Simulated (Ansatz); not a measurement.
Process, species as SMILES: NB (BH2-NH2) → B atom + 4 H atom + N atom
B3LYP-D3(BJ)/def2-TZVP geometries, fixed; electronic energies without zero-point terms.

Basis-set convergence of the atomisation energy at PBE with Ansatz (a program for electronic structure). Cartesian d functions, on some or all atoms, in 6-31G*; all else is spherical. The program fits the integrals of some runs and decomposes those of others, by size. Open shells are unrestricted. No added dispersion term, no relativity. Functions are those of the species that has most. Reference: the value in aug-pcseg-3, 508.96 kcal/mol, itself unsure by roughly 0.20 kcal/mol (its mean distance from aug-cc-pVQZ, cc-pV5Z, def2-QZVPPD). Deviations are taken from unrounded values.

| basis | functions | atomisation energy (kcal/mol) | minus reference (kcal/mol) |
|---|---|---|---|
| 6-31G | 26 | 498.41 | -10.54 |
| 6-31G* | 38 | 505.05 | -3.91 |
| def2-SVP | 48 | 508.67 | -0.29 |
| pcseg-1 | 48 | 501.97 | -6.99 |
| 6-311G** | 60 | 506.69 | -2.26 |
| 6-311+G** | 68 | 506.01 | -2.95 |
| 6-311++G(2d,2p) | 94 | 507.50 | -1.46 |
| def2-TZVPD | 110 | 507.82 | -1.14 |
| pcseg-2 | 116 | 508.87 | -0.09 |
| def2-TZVPP | 118 | 508.78 | -0.18 |
| jun-cc-pV(T+d)Z | 134 | 508.25 | -0.71 |
| def2-QZVPP | 234 | 508.71 | -0.25 |
| aug-pcseg-3 | 366 | 508.96 | 0.00 |
